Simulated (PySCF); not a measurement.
C8H6OSSe, SMILES c1c([se]cc1)Oc1cscc1 (GFN2-xTB optimised geometry):

```
17

C      0.990    -2.951    -1.143
C      0.318    -2.503    -2.229
Se     0.168    -0.647    -2.261
C      1.092    -0.682    -0.610
O      1.496     0.431     0.044
C      0.698     1.540     0.000
C     -0.725     1.540     0.000
C     -1.231     2.798    -0.001
S     -0.001     3.997     0.008
C      1.225     2.798     0.000
C      1.423    -1.948    -0.241
H      1.173    -3.997    -0.962
H     -0.100    -3.094    -3.023
H     -1.324     0.647     0.025
H     -2.260     3.096     0.004
H      2.260     3.074     0.012
H      1.961    -2.159     0.666
```

Computed with CAM-B3LYP/def2-SVP run with PySCF.

Question: What are the frontier orbital energies and the dipole moment?

Answer: HOMO-2 -8.27 eV, HOMO-1 -8.05 eV, HOMO -7.24 eV, LUMO 0.58 eV, LUMO+1 0.77 eV; dipole moment 1.00 D.

Meta-Löwdin charges at CAM-B3LYP/def2-SVP: C1 -0.12, C2 -0.26, Se3 0.25, C4 0.07, O5 -0.30, C6 0.17, C7 -0.16, C8 -0.23, S9 0.28, C10 -0.27, C11 -0.17, H12 0.11, H13 0.12, H14 0.13, H15 0.13, H16 0.13, H17 0.12.
